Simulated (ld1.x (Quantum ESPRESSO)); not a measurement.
**Logarithmic derivatives: As, ultrasoft**

ld1.x (Quantum ESPRESSO) 7.5 input, shortened:

```
&input
   title='As', zed=33., rel=1, dft='PBE', iswitch=3,
   config='[Ar] 3d10 4s2 4p3'
 /
 &inputp
   pseudotype=3, tm=.true., lloc=-2, rcloc=0.65,
   nlcc=.true., new_core_ps=.true., rcore=0.45
 /
6
3S  1  0   2.00   0.00  0.80  0.85  0.0
4S  2  0   2.00   0.00  0.80  0.85  0.0
3P  2  1   6.00   0.00  0.85  0.95  0.0
4P  3  1   3.00   0.00  0.85  0.95  0.0
3D  3  2  10.00   0.00  0.65  0.85  0.0
3D  3  2   0.00  -2.15  0.65  0.85  0.0
 &test
   configts(1)='3s2 3p6 3d10 4s2 4p3'
 /
```

The phase is arctan(r·u′/u) with u = r·R(r), unwrapped; energies in Ry, scanned from -16 to 5 Ry. A pole is an energy at which the radial function vanishes at the test radius. The pseudo phase is shifted by a multiple of π to meet the all-electron one at the reference energy, and phase errors are pseudo minus all-electron; the curves can meet again beyond the range given. Levels narrower than the energy grid can be missing from the lists of poles.

| channel | radius (bohr) | reference energy (Ry) | poles, all-electron | poles, pseudo | unbroken range about the reference energy with phases within 0.05 rad | phase error 1 Ry above the reference energy (rad) |
| --- | --- | --- | --- | --- | --- | --- |
| s | 1.05 | -1.07 | -12.24 | -15.31, 0.11 | -1.3 to -0.3 | -0.906 |
| p | 1.05 | -0.38 | -7.79 | -11.02, 0.26 | not even at the reference energy | -2.984 |
| d | 1.05 | -2.99 | -0.69 | -3.82 | not even at the reference energy | -0.321 |

A Bessel basis up to 400 Ry misses an occupied level by 2.50 Ry, so cutoffs and ghosts were not judged. Its overlap operator is not positive definite in a basis up to 400 Ry (lowest eigenvalue p -0.19), so the file is unfit for use: the generalised eigenproblem breaks down once the basis is large enough, and its test numbers describe a broken file. The potential misses its own reference levels by up to 44.5 eV, so it is not fit for use.

Phases in the s channel:

```tsv
E (Ry)	all-electron	pseudo
-16.00	0.632	-1.508
-15.52	0.215	-1.554
-15.04	-0.425	-1.589
-14.56	-0.943	-1.615
-14.08	-1.222	-1.636
-13.60	-1.376	-1.654
-13.12	-1.469	-1.669
-12.64	-1.532	-1.681
-12.16	-1.578	-1.693
-11.68	-1.613	-1.703
-11.20	-1.640	-1.713
-10.72	-1.663	-1.722
-10.24	-1.683	-1.730
-9.76	-1.700	-1.737
-9.28	-1.716	-1.745
-8.80	-1.730	-1.752
-8.32	-1.743	-1.759
-7.84	-1.756	-1.766
-7.36	-1.768	-1.772
-6.88	-1.780	-1.779
-6.40	-1.791	-1.786
-5.92	-1.803	-1.793
-5.44	-1.814	-1.800
-4.96	-1.826	-1.806
-4.48	-1.838	-1.814
-4.00	-1.851	-1.821
-3.52	-1.864	-1.829
-3.04	-1.877	-1.838
-2.56	-1.892	-1.848
-2.08	-1.907	-1.859
-1.60	-1.923	-1.873
-1.12	-1.941	-1.893
-0.64	-1.960	-1.933
-0.16	-1.980	-2.209
0.32	-2.003	-4.891
0.80	-2.028	-4.972
1.28	-2.056	-5.001
1.76	-2.087	-5.019
2.24	-2.123	-5.035
2.72	-2.163	-5.048
3.20	-2.208	-5.062
3.68	-2.261	-5.075
4.16	-2.322	-5.089
4.64	-2.394	-5.103
```
